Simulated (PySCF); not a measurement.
C2H8BN, singlet, at a GFN2-xTB geometry; PySCF with HF/def2-SVP, polarisability.

Input for PySCF:
```python
from pyscf import gto, scf
from pyscf.prop import polarizability

mol = gto.M(
    atom='''
B     0.230097   -1.159013   -0.985306
H    -0.463905   -1.259657   -1.924172
H     1.095577   -1.922119   -0.780737
N     0.024108   -0.121434   -0.103234
C     0.813512    0.104311    1.085684
C    -1.008595    0.878335   -0.250311
H     1.295528    1.087190    1.047200
H     0.181189    0.073310    1.979596
H     1.580918   -0.659632    1.172132
H    -1.683146    0.865272    0.612638
H    -0.568808    1.879153   -0.319758
H    -1.586094    0.685704   -1.149968
''',
    basis='def2-svp',
    charge=0,
    spin=0,
    verbose=4,
)

mf = scf.RHF(mol)
mf.kernel()
alpha = mf.Polarizability().polarizability()[2, 2]
print('alpha_zz =', alpha)
```

Task: What does PySCF print? Leave out banner, timings and long lists.

Result: 
```
site-packages/pyscf/prop/efg/rhf.py:45: UserWarning: Module EFG is under testing
  warnings.warn('Module EFG is under testing')
site-packages/pyscf/prop/efg/dhf.py:30: UserWarning: Module EFG is under testing
  warnings.warn('Module EFG is under testing')
site-packages/pyscf/prop/zfs/uhf.py:40: UserWarning: Module ZFS is under testing
  warnings.warn('Module ZFS is under testing')
site-packages/pyscf/prop/gtensor/uhf.py:43: UserWarning: Module g-tensor is under testing
  warnings.warn('Module g-tensor is under testing')
site-packages/pyscf/prop/gtensor/uks.py:41: UserWarning: Module g-tensor is under testing
  warnings.warn('Module g-tensor is under testing')
site-packages/pyscf/prop/hfc/uks.py:35: UserWarning: Module HFC is under testing
  warnings.warn('Module HFC is under testing')
site-packages/pyscf/prop/magnetizability/rhf.py:39: UserWarning: Module magnetizability is under testing
  warnings.warn('Module magnetizability is under testing')
site-packages/pyscf/prop/magnetizability/uhf.py:37: UserWarning: Module magnetizability is under testing
  warnings.warn('Module magnetizability is under testing')
site-packages/pyscf/prop/magnetizability/rks.py:37: UserWarning: Module magnetizability is under testing
  warnings.warn('Module magnetizability is under testing')
site-packages/pyscf/prop/magnetizability/uks.py:39: UserWarning: Module magnetizability is under testing
  warnings.warn('Module magnetizability is under testing')
site-packages/pyscf/prop/polarizability/uhf.py:34: UserWarning: Module polarizability is under testing
  warnings.warn('Module polarizability is under testing')
site-packages/pyscf/prop/polarizability/rks.py:29: UserWarning: Module polarizability is under testing
  warnings.warn('Module polarizability is under testing')
site-packages/pyscf/prop/polarizability/uks.py:29: UserWarning: Module polarizability is under testing
  warnings.warn('Module polarizability is under testing')
PySCF version 2.14.0

[INPUT] verbose = 4
[INPUT] num. atoms = 12
[INPUT] num. electrons = 32
[INPUT] charge = 0
[INPUT] spin (= nelec alpha-beta = 2S) = 0
[INPUT] symmetry False subgroup None
[INPUT] Mole.unit = angstrom
[INPUT] Symbol           X                Y                Z      unit          X                Y                Z       unit  Magmom
[INPUT]  1 B      0.230097000000  -1.159013000000  -0.985306000000 AA    0.434820312084  -2.190217144811  -1.861958488891 Bohr   0.0
[INPUT]  2 H     -0.463905000000  -1.259657000000  -1.924172000000 AA   -0.876653397816  -2.380406740891  -3.636158096557 Bohr   0.0
[INPUT]  3 H      1.095577000000  -1.922119000000  -0.780737000000 AA    2.070340478373  -3.632278488823  -1.475379105315 Bohr   0.0
[INPUT]  4 N      0.024108000000  -0.121434000000  -0.103234000000 AA    0.045557517411  -0.229477002210  -0.195083986743 Bohr   0.0
[INPUT]  5 C      0.813512000000   0.104311000000   1.085684000000 AA    1.537314879047   0.197119221780   2.051645417822 Bohr   0.0
[INPUT]  6 C     -1.008595000000   0.878335000000  -0.250311000000 AA   -1.905968320606   1.659812595620  -0.473019235966 Bohr   0.0
[INPUT]  7 H      1.295528000000   1.087190000000   1.047200000000 AA    2.448193106706   2.054491345366   1.978921197645 Bohr   0.0
[INPUT]  8 H      0.181189000000   0.073310000000   1.979596000000 AA    0.342397586784   0.138535822192   3.740894277284 Bohr   0.0
[INPUT]  9 H      1.580918000000  -0.659632000000   1.172132000000 AA    2.987502045395  -1.246523822999   2.215008461839 Bohr   0.0
[INPUT] 10 H     -1.683146000000   0.865272000000   0.612638000000 AA   -3.180684967657   1.635127103255   1.157718033501 Bohr   0.0
[INPUT] 11 H     -0.568808000000   1.879153000000  -0.319758000000 AA   -1.074891337462   3.551084516155  -0.604255046139 Bohr   0.0
[INPUT] 12 H     -1.586094000000   0.685704000000  -1.149968000000 AA   -2.997283267816   1.295792762519  -2.173124572014 Bohr   0.0

nuclear repulsion = 122.343809681267
number of shells = 48
number of NR pGTOs = 152
number of NR cGTOs = 96
basis = def2-svp
ecp = {}

******** <class 'pyscf.scf.hf.RHF'> ********
method = RHF
initial guess = minao
damping factor = 0
level_shift factor = 0
DIIS = <class 'pyscf.scf.diis.CDIIS'>
diis_start_cycle = 1
diis_space = 8
diis_damp = 0
SCF conv_tol = 1e-09
SCF conv_tol_grad = None
SCF max_cycles = 50
direct_scf = True
direct_scf_tol = 1e-13
Set gradient conv threshold to 3.16228e-05
Initial guess from minao.
init E= -159.960336739454
  HOMO = -0.263367871841962  LUMO = 0.0533752464765231  gap/eV = 8.61902
cycle= 1 E= -159.380315228122  delta_E= 0.58  |g|= 0.366  |ddm|= 3.05
  HOMO = -0.405442940364909  LUMO = 0.140084466445634  gap/eV = 14.84456
cycle= 2 E= -159.425402984167  delta_E= -0.0451  |g|= 0.122  |ddm|= 0.462
  HOMO = -0.37491110460159  LUMO = 0.148076790597608  gap/eV = 14.23123
cycle= 3 E= -159.429347530153  delta_E= -0.00394  |g|= 0.045  |ddm|= 0.148
  HOMO = -0.385117734724037  LUMO = 0.147902815071197  gap/eV = 14.50423
cycle= 4 E= -159.429981190393  delta_E= -0.000634  |g|= 0.00931  |ddm|= 0.0565
  HOMO = -0.38371678441692  LUMO = 0.148092358411302  gap/eV = 14.47126
cycle= 5 E= -159.43000095161  delta_E= -1.98e-05  |g|= 0.00194  |ddm|= 0.00792
  HOMO = -0.384201083037837  LUMO = 0.147803788526684  gap/eV = 14.47659
cycle= 6 E= -159.430003497248  delta_E= -2.55e-06  |g|= 0.000653  |ddm|= 0.00412
  HOMO = -0.384129713722797  LUMO = 0.147872441441888  gap/eV = 14.47652
cycle= 7 E= -159.430003813956  delta_E= -3.17e-07  |g|= 0.000217  |ddm|= 0.00127
  HOMO = -0.384167434326351  LUMO = 0.147829203588899  gap/eV = 14.47637
cycle= 8 E= -159.430003853695  delta_E= -3.97e-08  |g|= 4.01e-05  |ddm|= 0.000544
  HOMO = -0.384163417204023  LUMO = 0.147831295417636  gap/eV = 14.47631
cycle= 9 E= -159.430003854807  delta_E= -1.11e-09  |g|= 7.4e-06  |ddm|= 8.91e-05
  HOMO = -0.384164290004843  LUMO = 0.14783045186729  gap/eV = 14.47631
cycle= 10 E= -159.430003854843  delta_E= -3.69e-11  |g|= 1.05e-06  |ddm|= 1.82e-05
  HOMO = -0.384164315239982  LUMO = 0.14783043460456  gap/eV = 14.47631
Extra cycle  E= -159.430003854843  delta_E=    0  |g|= 3.79e-07  |ddm|= 2.07e-06
converged SCF energy = -159.430003854843
Isotropic polarizability 40.808651831
Polarizability anisotropy 4.57117106257
alpha_zz = 41.966369455841544
```
